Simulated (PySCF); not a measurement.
Computed beside measured shifts

System: Butyl(iso-butyl)(cyclopentyl)phosphan (C13H27P), SMILES CCCCP(CC(C)C)C1CCCC1.

Atom-mapped SMILES (hydrogens are numbered by the atom that bears them): [CH3:1][CH2:2][CH2:3][CH2:4][P:5]([CH2:6][CH:7]([CH3:8])[CH3:9])[CH:10]1[CH2:11][CH2:12][CH2:13][CH2:14]1

Level of theory: GIAO PBE0/pcSseg-2, gas phase, PySCF SCF with an in-house response code, fitting set def2-universal-JFIT up to Ne and JKFIT beyond, grid level 2, non-relativistic, on the PBE0-D3(BJ)/def2-SVP geometry.

One optimised conformer. Values are averaged over the atoms that symmetry or fast rotation interchanges, on this one geometry and without vibrational averaging. Shifts are the reference shielding less the shielding here, at the same level (13C, 1H against isolated TMS; 31P against isolated H3PO4); nuclei without a reference have shieldings only.

What shifts does this level give for P5, and how do they compare with measurement?


| atom | nucleus | computed / ppm | measured / ppm | computed less measured | measured against | medium of the measurement |
| --- | --- | --- | --- | --- | --- | --- |
| P5 | 31P | -43.2 | -22.1 | -21.1 | 85 % H3PO4 | CDCl3 |

Computed 19F and 31P shifts carry an offset from the reference molecule (CFCl3 is hard for DFT, lone H3PO4 or PH3 isn't the 85 % acid), so differences between compounds are more accurate than the values.

Measured values:  Dissertation zur Erlangung des Doktorgrades der Fakultät für Chemie und Pharmazie der Ludwig-Maximilians-Univ.
